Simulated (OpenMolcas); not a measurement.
**Ir VIII: CASPT2 settings compared**

* Program: OpenMolcas 26.06
* Basis: ANO-RCC-VQZP [9s8p6d4f2g1h]
* Scalar Hamiltonian: DKH2, point nucleus
* Active space: 2 electrons in 5 orbitals (5d)
* State averaging: 2S+1 = 3 even, 10 roots; 2S+1 = 1 even, 14 roots
* Spin-orbit coupling: state interaction with AMFI integrals over the reference wave functions, term energies averaged over their components

Methods on the same reference wave functions:
A. CASSCF
B. SS-CASPT2, IPEA 0.4 Eh, real shift 0.2 Eh (closed shells correlated: none)
C. SS-CASPT2, IPEA 0.3 Eh, sigma1 regulariser 0.2 Eh (closed shells correlated: 5s 5p)
D. XMS-CASPT2, IPEA 0.1 Eh, sigma2 regulariser 0.05 Eh (closed shells correlated: 5s 5p)

Energies in cm⁻¹ above 5d² ³F₂, the measured ground level; measured values from van het Hof, Joshi, Wyart and Sugar, J. Res. Natl. Inst. Stand. Technol. 100, 687 (1995).

```tsv
Level	A	B	C	D	Measured
5d² ³F₂	0.0	0.0	0.0	0.0	0.0
5d² ³F₃	12023	12330	12390	12330	12672
5d² ³F₄	21392	21470	21310	21300	21615
5d² ³P₀	24213	23290	22780	22610	
5d² ³P₁	27166	26240	25730	25560	25221
5d² ¹G₄	38043	37130	36210	36370	36253
5d² ³P₂ [55 %]	40549	39120	38670	38740	38878
```

Deviations, from unrounded energies. A percentage is the sum of absolute deviations over the sum of measured energies, with the sign that they share, or ± where signs differ.

```json
{"Against measurement": "mean absolute deviation (cm-1)", "Levels": "5", "A": "1300", "B": "530", "C": "270", "D": "250"}
{"Against measurement": "fine structure of the ground term (%)", "Levels": "2", "A": "-2.5", "B": "-1.4", "C": "-1.7", "D": "-1.9"}
{"Against measurement": "other terms of the ground configuration (%)", "Levels": "3", "A": "+5.4", "B": "+2.1", "C": "±0.8", "D": "±0.6"}
```

D lies closest to measurement on these levels and A furthest from it. The largest miss of D in the table is 5d² ³F₃, by -340 cm-1. The ranking rests on the paired levels alone, and a cruder setting can come out closer through cancelling errors.

Among B to D the level of the table that moves most is 5d² ¹G₄, by 920 cm-1 (lowest in C, highest in B). Moves below CASPT2's spread within the term are not significant.

The mean deviations of B to D differ by less than CASPT2's widest spread within a term (490 cm-1), so their order carries little weight.

From A to B the spin-free energies of the other terms of 5d² shown, above ³F, scale by factors of 0.92 to 0.93, as is usual when dynamic correlation screens the repulsion within a d or f shell.

The lowest spin-free term lies below A's lowest term by 0.005 hartree in B, 0.244 hartree in C, 0.251 hartree in D.

CASPT2 does not keep the components of a term degenerate, so their means are used; among the terms shown or strongly mixed into the levels shown the widest spread is 490 cm-1 (5d² ¹G, C). Without dynamic correlation excited terms often stand tens of per cent too high (terms of higher spin than the ground term too low), and those without a measured partner can miss by more than the paired ones (holds for A). Measured partners are found by configuration, term and J. A level has none where our copy of the source lacks it or the pairing is in doubt (some pairs that miss far off the trend of their configuration count as doubtful), and it then counts in no deviation. Only configurations of the active space appear. The table leaves out levels that lie high or whose names do not pair safely across all columns.

A share in square brackets marks a mixed level and gives the weight of the term that names it, the lowest over the columns.
